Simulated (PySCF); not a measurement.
Run record: excited-state job, `C=CC[Si@@H]1[SiH2][SiH2][Si@H]1C`.

Method: TDDFT wB97X-D/def2-SVPD, vertical, gas phase, core orbitals frozen in the response (PySCF 2.14.0, density-fitted response routines). Geometry: PBE0-D3(BJ)/def2-SVP. The command runs a driver script over a list of jobs; the input below is this job's line of settings and its coordinates in Å.

Command:
```bash
OMP_NUM_THREADS=1 python probes_run.py task.json out
```

Input:
```
{"job": {"kind": "uv", "xc": "wB97X-D", "basis": "def2-SVPD", "ip": true}, "charge": 0, "multiplicity": 1}
C      2.953396     0.908430    -1.390136
C      2.837837     0.272744    -0.220856
C      1.911830    -0.862057     0.061773
Si     0.394889    -0.272493     1.063637
Si    -1.255176    -1.961335     1.079852
Si    -1.877178    -1.159481    -1.052976
Si    -1.047898     0.944540    -0.355595
C     -2.373957     1.867664     0.626872
H      2.372884     0.602586    -2.267280
H      3.630991     1.756736    -1.512084
H      3.437291     0.625016     0.628675
H      2.412172    -1.657073     0.639867
H      1.540283    -1.315485    -0.872406
H      0.834783     0.333137     2.361456
H     -0.863716    -3.394876     1.255717
H     -2.338048    -1.624979     2.060987
H     -0.988276    -1.767678    -2.095773
H     -3.303077    -1.288231    -1.488425
H     -0.429117     1.825518    -1.395694
H     -3.180875     2.218727    -0.034114
H     -2.817840     1.210112     1.389770
H     -1.938797     2.740717     1.138400
```

Output:
```
coarse grid: 19520 points
cycle   1  E = -1318.0611772238  dE =  3.982e-01  |g| = 3.079e-01  |ddm| = 5.947e+00
cycle   2  E = -1318.0840492404  dE = -2.287e-02  |g| = 1.966e-01  |ddm| = 9.222e-01
cycle   3  E = -1318.0948386245  dE = -1.079e-02  |g| = 3.698e-02  |ddm| = 3.751e-01
cycle   4  E = -1318.0953968185  dE = -5.582e-04  |g| = 9.699e-03  |ddm| = 1.376e-01
cycle   5  E = -1318.0954250653  dE = -2.825e-05  |g| = 3.947e-03  |ddm| = 2.848e-02
cycle   6  E = -1318.0954304372  dE = -5.372e-06  |g| = 1.012e-03  |ddm| = 1.164e-02
final grid: 167744 points
cycle   7  E = -1318.2755190970  dE = -1.056e-04  |g| = 3.008e-03  |ddm| = 1.470e-01
cycle   8  E = -1318.2755223883  dE = -3.291e-06  |g| = 1.469e-03  |ddm| = 2.049e-02
cycle   9  E = -1318.2755229643  dE = -5.760e-07  |g| = 7.303e-04  |ddm| = 4.130e-03
cycle  10  E = -1318.2755231495  dE = -1.852e-07  |g| = 2.090e-04  |ddm| = 2.019e-03
cycle  11  E = -1318.2755231679  dE = -1.839e-08  |g| = 7.582e-05  |ddm| = 6.002e-04
cycle  12  E = -1318.2755231715  dE = -3.665e-09  |g| = 2.096e-05  |ddm| = 2.762e-04
cycle  13  E = -1318.2755231720  dE = -4.625e-10  |g| = 5.594e-06  |ddm| = 1.141e-04
converged SCF energy = -1318.2755231720

Static polarisability (au): isotropic 166.919, principal 149.684 166.174 184.900

Singlet excitations
state   eV       nm        f      main configurations
  1   4.9972    248.1   0.00176   H->L 0.76, H-1->L 0.18
  2   5.7395    216.0   0.02299   H-1->L 0.59, H-3->L 0.25, H->L 0.11
  3   5.8329    212.6   0.00280   H-2->L 0.94
  4   6.2127    199.6   0.12517   H->L+1 0.25, H-1->L+2 0.17, H->L+2 0.16
  5   6.2420    198.6   0.09337   H->L+2 0.48, H-1->L+1 0.17
  6   6.2952    197.0   0.14754   H->L+1 0.52, H-1->L+2 0.17
  7   6.3581    195.0   0.05294   H-3->L 0.24, H-2->L+2 0.23, H-2->L+1 0.15
  8   6.4365    192.6   0.08762   H-3->L 0.32, H-2->L+1 0.16, H-1->L+1 0.10
  9   6.5698    188.7   0.08599   H-1->L+1 0.30, H-1->L+2 0.20, H-3->L+2 0.13
 10   6.7474    183.8   0.08137   H-2->L+2 0.37, H->L+4 0.13, H->L+3 0.10

Triplet excitations (Tamm-Dancoff, eV): 4.2817 4.7310 5.1680 5.2050
Vertical ionisation energy (delta-SCF) = 8.6329 eV
```

The SCF starts on a coarse grid where the log names one; the energy can jump when the final grid takes over, and dE then counts from the start density on the new grid. H and L stand for HOMO and LUMO; the number after each pair is its weight.

How does the lowest singlet excitation compare with the HOMO–LUMO gap?

HOMO -8.69 eV and LUMO 0.84 eV give a gap of 9.53 eV; S1 at 5.00 eV lies 4.53 eV below it.

In short: HOMO -8.69 eV, LUMO 0.84 eV; lowest singlet 5.00 eV; lowest triplet 4.28 eV (Tamm–Dancoff); mean polarisability 166.9 au.

Time: 11 min wall; peak memory 1.6 GiB. Hardware: Arm Neoverse V1, one thread, no GPU, shared host with 32 logical CPUs at a one-minute load of 18.

One conformer stands for the species.
Labels such as C1 count atoms from 1, the log's own numbers from 0.

wB97X-D is run here without its empirical dispersion term; that term would change no orbital, density or response property at a fixed geometry.
